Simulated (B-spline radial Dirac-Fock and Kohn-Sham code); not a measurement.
## X-ray form factors of gold in several charge states

These are calculated numbers from a B-spline atomic structure program; the model is configuration-average Dirac-Fock orbitals.

Configurations: Au³³⁺ [Kr] 4d10; Au³⁴⁺ [Kr] 4d9; Au³⁵⁺ [Kr] 4d8; Au³⁶⁺ [Kr] 4d7; Au³⁷⁺ [Kr] 4d6; Au³⁹⁺ [Kr] 4d4. The first column is f₀ of Au³³⁺, the others are differences from it.

```
s (Å⁻¹)   Au³³⁺  Δ Au³⁴⁺  Δ Au³⁵⁺  Δ Au³⁶⁺  Δ Au³⁷⁺  Δ Au³⁹⁺
      0  46.000   -1.000   -2.000   -3.000   -4.000   -6.000
    0.1  45.711   -0.983   -1.967   -2.951   -3.936   -5.907
    0.2  44.860   -0.935   -1.872   -2.810   -3.750   -5.635
    0.3  43.499   -0.859   -1.721   -2.587   -3.456   -5.205
    0.4  41.704   -0.761   -1.528   -2.300   -3.078   -4.650
    0.5  39.573   -0.649   -1.306   -1.970   -2.643   -4.010
    0.7  34.738   -0.414   -0.839   -1.274   -1.721   -2.645
    0.9  29.822   -0.208   -0.428   -0.659   -0.901   -1.418
    1.1  25.443   -0.064   -0.137   -0.219   -0.310   -0.520
    1.4  20.472   +0.031   +0.059   +0.083   +0.103   +0.132
```
